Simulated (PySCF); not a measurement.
**Sr: ionisation energy**

Sr [Kr] 5s2 → Sr⁺ [Kr] 5s1 [5s1/2^1, M_J = 1/2], as a difference of total energies. Computed with PySCF 2.14 in x2c-SVPall-2c with one added diffuse shell each of s, d type (7s7p7d1f, 70 functions), with the two-component X2C-1e Hamiltonian. Correlated levels: [Ar] 3d10 frozen; the 6 highest virtual spinors dropped. "Screened" scales the spin-orbit matrix elements by Boettger's factors to mimic the two-electron term; Breit and QED terms are absent.

```tsv
method	ionisation energy (eV)
GHF (screened spin-orbit)	4.762
GMP2 (screened spin-orbit)	5.415
```

Question: How much does correlation contribute at GMP2 (screened spin-orbit)?

Answer: 5.415 − (4.762) = 0.653 eV, measured against GHF (screened spin-orbit).

Errors of the correlated levels include the incompleteness of this basis and the frozen core.

MP2 underrates the near-degeneracy of ns² with np² in the lower species.

For comparison: 5.695 eV (measured; NIST Atomic Spectra Database, ionization energies).
